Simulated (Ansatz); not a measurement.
System: C4H7O (charge -1, singlet). It need not be the lowest isomer of its formula. Whether it binds its extra electron was not tested at this geometry. SMILES: CC[CH-]C=O
Structure (B3LYP-D3(BJ)/def2-TZVP (Ansatz, a quantum-chemistry and plane-wave program) minimum search):
```
C
H 1 1.0954
H 1 1.1017 2 106.79
C 1 1.4978 2 107.82 3 119.90
C 4 1.3799 1 122.33 2 23.74
O 5 1.2669 4 129.34 1 -1.60
H 4 1.0872 5 118.50 6 -178.63
H 5 1.1237 6 117.46 4 179.30
C 1 1.5405 2 107.96 3 -115.84
H 9 1.0921 1 109.63 2 -61.10
H 9 1.0950 10 107.50 1 120.47
H 9 1.1003 10 108.46 11 116.49
```
Charge -1, spin multiplicity 1.

Parts of the frozen-core correlation energy in cc-pwCVTZ (Ansatz, hartree). Frozen orbitals: 5; correlated occupied orbitals by spin: 15 and 15; virtual: 293 and 293. No spin-orbit coupling. No relativistic terms.

| term | value |
|---|---|
| reference (HF) | -230.45509 |
| MP2 opposite-spin | -0.71959 |
| MP2 same-spin | -0.22696 |
| CCSD correlation | -0.97530 |
| (T) | -0.04400 |
| T1 diagnostic | 0.015 |
| largest doubles amplitude | 0.071 |
